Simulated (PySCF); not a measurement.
Polarisability and C₆ of Ir²⁺ (iridium, charge +2)

[Xe] 4f14 5d7, high-spin 4F determinant. Calculation: PySCF 2.14, in def2-TZVPPD with the def2 core potential (60 electrons); a scalar-relativistic core potential. Coupled (time-dependent) response in atomic units; α is the mean over directions.

```tsv
method	mean α (bohr³)	C₆ (like pair)	S(−4)
PW91	9.265	59.38	22.87
```

S(−4) is the Cauchy moment in α(ω) = α(0) + S(−4) ω² + …

Spin-orbit coupling is absent.

α(iu) at PW91:

```
u (hartree)  α(iu) (bohr³)
          0          9.265
     0.0500          9.208
      0.100          9.047
      0.200          8.496
      0.300          7.811
      0.500          6.520
      0.750          5.279
       1.00          4.341
       1.50          3.018
       2.00          2.171
       3.00          1.239
       5.00         0.5380
```

A single London oscillator, α(iu) = α/(1 + u²/ω²), gives C₆ = (3/4) ω α². Matching the computed C₆ needs ω = 4 × 59.38 / (3 × 9.265²) = 0.922 hartree.

For an ion, C₆ is the dispersion term alone; charge-induced terms of lower order in 1/R come first.

Energies and moments cover only the electrons outside the core potential. Spin-orbit coupling, absent here, splits the open shell strongly.
